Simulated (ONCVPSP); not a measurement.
# Cutoff test, Ge, ONCV

```
Element                 : germanium (Ge)
Generator               : ONCVPSP 4.0.1
Type                    : optimised norm-conserving Vanderbilt (ONCV)
Functional              : PBE
Relativity              : scalar-relativistic
Frozen core             : [Ne]
Valence charge          : 22
Reference configuration : 3s2 3p6 3d10 4s2 4p2
Partial waves           : 3s+4s: rc 0.95 bohr, ncon 3, nbas 8, qcut 14.8 1/bohr, 2 projectors; 3p+4p: rc 1.35 bohr, ncon 3, nbas 7, qcut 9.3 1/bohr, 2 projectors; 3d: rc 0.80 bohr, ncon 4, nbas 9, qcut 17.7 1/bohr, 3 projectors, debl 2.2 Ha
Local potential         : polynomial inside 0.65 bohr (lpopt 3, dvloc0 0 Ha)
Core correction         : Teter function, fcfact 4.25, rcfact 1.45
```

Q: For each optimised wave give the share of its norm inside rc, the residual kinetic energy above qcut (Ha) and the cutoffs (Ha) for errors of 10, 1, 0.1 and 0.01 mHa per electron.

A:

```json
{"wave": "3s", "norm inside rc": "0.911", "residual KE": "1.8e-07", "10 mHa": "56.3", "1 mHa": "72.3", "0.1 mHa": "84.4", "0.01 mHa": "94.3"}
{"wave": "4s", "norm inside rc": "0.041", "residual KE": "5.8e-08", "10 mHa": "42.0", "1 mHa": "62.6", "0.1 mHa": "77.9", "0.01 mHa": "89.9"}
{"wave": "3p", "norm inside rc": "0.984", "residual KE": "3.1e-05", "10 mHa": "30.6", "1 mHa": "36.4", "0.1 mHa": "40.5", "0.01 mHa": "91.6"}
{"wave": "4p", "norm inside rc": "0.058", "residual KE": "1.7e-05", "10 mHa": "25.0", "1 mHa": "32.9", "0.1 mHa": "39.0", "0.01 mHa": "48.5"}
{"wave": "3d", "norm inside rc": "0.655", "residual KE": "5.7e-05", "10 mHa": "117.2", "1 mHa": "136.2", "0.1 mHa": "152.0", "0.01 mHa": "435.4"}
{"wave": "d projector 2", "norm inside rc": "0.071", "residual KE": "1.8e-05", "10 mHa": "102.4", "1 mHa": "126.9", "0.1 mHa": "145.4", "0.01 mHa": "166.3"}
{"wave": "d projector 3", "norm inside rc": "0.046", "residual KE": "3.7e-05", "10 mHa": "106.1", "1 mHa": "131.1", "0.1 mHa": "149.8", "0.01 mHa": "192.5"}
```

The occupied waves need 136 Ha and 152 Ha for 1 and 0.1 mHa.
